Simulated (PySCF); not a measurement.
Hf(F)2(OH)2 (F2H2HfO2), SMILES [OH][Hf]([OH])([F])[F], multiplicity 1. Geometry: PBE-D3(BJ)/def2-SVP. The spin state was assumed, not searched. The structure was generated by enumeration; whether it is a known compound was not checked. The def2 effective core potentials stand for the cores of Hf; spin–orbit coupling is left out. One conformer was computed; it need not be the lowest.

These are PBE-D3(BJ)/def2-SVP in PySCF values and carry that method's errors.

Harmonic wavenumbers (cm⁻¹): 149, 150, 163, 163, 166, 186, 237, 261, 308, 636, 638, 695, 712, 3894, 3897. Rotational constants (GHz): 2.751, 2.737, 2.715; symmetry number 2.

**Question.** Work out the zero-point energy and the ideal-gas rigid-rotor harmonic-oscillator thermochemistry at 298.15 K and 1 atm.

**Answer.** ZPE = ½ Σ hcν = ½ × 12256 cm⁻¹ = 17.52 kcal/mol. H − E(el) = 23.42 kcal/mol. Entropy in cal/(mol K): translation 42.46, rotation 25.78, vibration 21.37, total 89.60. G − E(el) = -3.30 kcal/mol. Cp = 28.02 cal/(mol K). Modes under 150 cm⁻¹ make the vibrational entropy uncertain.
